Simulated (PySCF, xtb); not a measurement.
C6H6O, SMILES C1=C[C@H]2C=C[C@@H]1O2.

GFN2-xTB in xtb at its own geometry gives an orbital gap of 4.31 eV and a dipole moment of 1.93 D.

Geometry optimised at PBE-D3(BJ)/def2-SVP. The structure was generated by enumeration; whether it is a known compound was not checked. The values are those of a single conformer.

Task: What does PBE0/def2-TZVP run with PySCF give? (The exact figures need the calculation; the answer reports its results.)

Result: gap 5.64 eV (levels -6.50 and -0.86 eV), dipole 1.83 D.
